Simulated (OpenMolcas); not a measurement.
Nb3+ (d2) among equal point charges was computed by CASSCF with the d shell active (OpenMolcas, ANO-RCC-VDZP on the metal). Its lowest spin-free states, and all those of the highest spin:

| 2S+1 | Degeneracy | E (cm-1) |
| --- | --- | --- |
| 3 | 1 | 0.0 |
| 3 | 2 | 663.9 |
| 3 | 1 | 6329 |
| 3 | 2 | 7442 |
| 1 | 2 | 9992 |
| 1 | 1 | 10075 |
| 1 | 2 | 12426 |
| 3 | 1 | 12595 |
| 3 | 1 | 17750 |
| 1 | 2 | 18504 |
| 3 | 2 | 18910 |
| 1 | 1 | 20118 |

Task: Is the site octahedral, tetrahedral or cube-like, axial, or of lower symmetry?

Result: The states with 2S+1 = 3 have orbital degeneracies 1, 2, 1, 2, 1, 1, 2. There are pairs but no triples, so the site is axial: not cubic, but with a proper or improper axis of order three or more. The run had Nb3+ among 6 point charges of -1.1 e arranged as a trigonal antiprism (D3d), 2.14 Å from the ion, with a polar angle of 50.4° against the regular 54.74°.

Without dynamic correlation the repulsion within the d shell is too large (B by tens of per cent), so at a given field states of lower spin stand too high. Point charges carry no covalency, so the field is a model and not that of real ligands. No measured value stands beside these numbers.
